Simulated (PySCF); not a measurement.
# BF2, SMILES `F[B]F` (charge 0, multiplicity 2)

All values below come from M06-2X/def2-TZVP // PBE0-D3(BJ)/def2-TZVP in PySCF.

The highest occupied spin orbital comes out as -8.38 eV and the dipole moment comes out as 0.42 D. The total energy is -224.5994 Ha and the cost comes out as very roughly 60 core-seconds.

```xyz
3

F      1.1377    -0.2137     0.0000
B     -0.0001     0.4279     0.0000
F     -1.1376    -0.2142     0.0000
```
Charge 0, spin multiplicity 2.
